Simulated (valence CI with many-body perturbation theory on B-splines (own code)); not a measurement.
# Level structure of Os XXXVI

Level of theory: valence CI with perturbative core correlation (CI+MBPT): five valence electrons over a frozen Dirac-Fock core [Kr], radial functions for each j: 7 s, 7 p, 8 d, 6 f, 4 g, 1 h, with the one-electron correlation potential Σ1 (screened to all orders), the two-electron term Σ2, the three-electron term Σ3, Breit, model QED; selected single and double excitations, second order for the rest (own B-spline code, finite nucleus).

The last digits are not significant, and no measured levels were compared; by estimate large intervals hold to a few tenths of a per cent, small ones and those within an open d or f shell to about a per cent. Only levels of the ground parity were solved; by the run's estimate the other parity begins above the list, which can be wrong where configurations are misplaced.

Levels 1 to 37 of 37, with energies above the lowest level, (4d3/2^4 4d5/2) J=5/2. "Leading %" is the weight of the configuration and term that name the level; weights of strongly mixed levels are sums over their largest components and can fall short. In the jj column 3d3/2^4 stands for four electrons in 3d with j = 3/2. Lifetimes count E1, E2, E3, M1 and M2 decay at the calculated energies, and are blank where another channel may lead or the interval is too uncertain; long ones can be off by a factor of two.

```tsv
No.	Configuration	Term	J	E (cm⁻¹)	Leading %	g	Lifetime	Second component	Leading jj
1	4d5	4P	5/2	0	27	1.343		22 % 4d5 2D	4d3/2^4 4d5/2 (93 %)
2	4d5	6S	5/2	122940	38	1.340	14.8 μs	22 % 4d5 2F	4d3/2^3 4d5/2^2 (89 %)
3	4d5	4G	7/2	161670	34	1.164	27.8 μs	23 % 4d5 2F	4d3/2^3 4d5/2^2 (98 %)
4	4d5	4D	3/2	165970	40	1.184	11.5 μs	30 % 4d5 4P	4d3/2^3 4d5/2^2 (98 %)
5	4d5	2H	11/2	169760	42	1.114		36 % 4d5 4G	4d3/2^3 4d5/2^2 (98 %)
6	4d5	4G	9/2	182850	32	1.142	7.31 ms	28 % 4d5 2G	4d3/2^3 4d5/2^2 (96 %)
7	4d5	4D	5/2	191860	30	1.137	210 μs	28 % 4d5 2D	4d3/2^3 4d5/2^2 (92 %)
8	4d5	4P	1/2	199780	45	1.803	980 μs	27 % 4d5 2S	4d3/2^3 4d5/2^2 (89 %)
9	4d5	2F	7/2	207270	39	1.082	403 μs	32 % 4d5 2G	4d3/2^3 4d5/2^2 (96 %)
10	4d5	2D	3/2	254670	58	0.789	80.0 μs	22 % 4d5 4F	4d3/2^3 4d5/2^2 (86 %)
11	4d5	6S	5/2	283350	30	1.286	6.14 μs	29 % 4d5 2D	4d3/2^2 4d5/2^3 (87 %)
12	4d5	4D	7/2	308580	52	1.216	11.6 μs	40 % 4d5 4G	4d3/2^2 4d5/2^3 (98 %)
13	4d5	2I	11/2	313970	51	1.089	17.0 μs	48 % 4d5 4G	4d3/2^2 4d5/2^3 (98 %)
14	4d5	4G	9/2	318950	59	1.146	17.3 μs	37 % 4d5 2G	4d3/2^2 4d5/2^3 (96 %)
15	4d5	4D	1/2	328070	76	0.509	9.35 μs	16 % 4d5 2S	4d3/2^2 4d5/2^3 (97 %)
16	4d5	2I	13/2	332950	100	1.073	82.0 μs		4d3/2^2 4d5/2^3 (100 %)
17	4d5	4P	3/2	335420	53	1.181	5.99 μs	34 % 4d5 4F	4d3/2^2 4d5/2^3 (96 %)
18	4d5	2F	5/2	338940	42	1.019	11.3 μs	30 % 4d5 4D	4d3/2^2 4d5/2^3 (96 %)
19	4d5	2H	9/2	358700	52	1.108	8.73 μs	47 % 4d5 4F	4d3/2^2 4d5/2^3 (99 %)
20	4d5	2G	7/2	364510	61	0.988	31.0 μs	35 % 4d5 2F	4d3/2^2 4d5/2^3 (99 %)
21	4d5	4F	5/2	368730	63	1.049	8.72 μs	25 % 4d5 2D	4d3/2^2 4d5/2^3 (97 %)
22	4d5	2D	3/2	372540	86	0.850	21.5 μs	10 % 4d5 4D	4d3/2^2 4d5/2^3 (86 %)
23	4d5	4P	1/2	388850	40	1.787	10.7 μs	36 % 4d5 2P	4d3/2^2 4d5/2^3 (81 %)
24	4d5	2G	7/2	391250	45	1.041	15.5 μs	35 % 4d5 2F	4d3/2^2 4d5/2^3 (94 %)
25	4d5	2G	9/2	416860	77	1.105	27.2 μs	12 % 4d5 2H	4d3/2^2 4d5/2^3 (96 %)
26	4d5	2P	3/2	461310	74	1.188	25.6 μs	24 % 4d5 2D	4d3/2^2 4d5/2^3 (96 %)
27	4d5	2D	5/2	465060	38	1.275	5.67 μs	21 % 4d5 4P	4d3/2 4d5/2^4 (51 %)
28	4d5	2D	5/2	477370	39	1.134	5.69 μs	30 % 4d5 2F	4d3/2 4d5/2^4 (50 %)
29	4d5	2F	7/2	499180	29	1.190	5.40 μs	29 % 4d5 4F	4d3/2 4d5/2^4 (98 %)
30	4d5	2H	11/2	508160	57	1.072	6.58 μs	27 % 4d5 2I	4d3/2 4d5/2^4 (99 %)
31	4d5	2D	3/2	508620	32	0.973	4.28 μs	29 % 4d5 4D	4d3/2 4d5/2^4 (96 %)
32	4d5	2G	9/2	528380	57	1.115	7.70 μs	17 % 4d5 2H	4d3/2 4d5/2^4 (95 %)
33	4d5	2D	5/2	541800	63	1.112	6.70 μs	22 % 4d5 2F	4d3/2 4d5/2^4 (88 %)
34	4d5	2G	7/2	551410	55	1.005	7.58 μs	33 % 4d5 2F	4d3/2 4d5/2^4 (96 %)
35	4d5	2P	1/2	575430	55	1.221	7.26 μs	33 % 4d5 2S	4d3/2 4d5/2^4 (88 %)
36	4d5	2D	3/2	624930	75	0.870	5.18 μs	17 % 4d5 2P	4d3/2 4d5/2^4 (93 %)
37	4d5	2D	5/2	688910	43	1.153	2.96 μs	22 % 4d5 2F	4d5/2^5 (93 %)
```

The ionisation energy to 4d4 3P_0 of the next ion comes out as 1529.1 eV (NIST: 1528 ± 5 eV (theoretical)). All 37 levels together are meant to be complete up to 716600 cm⁻¹.
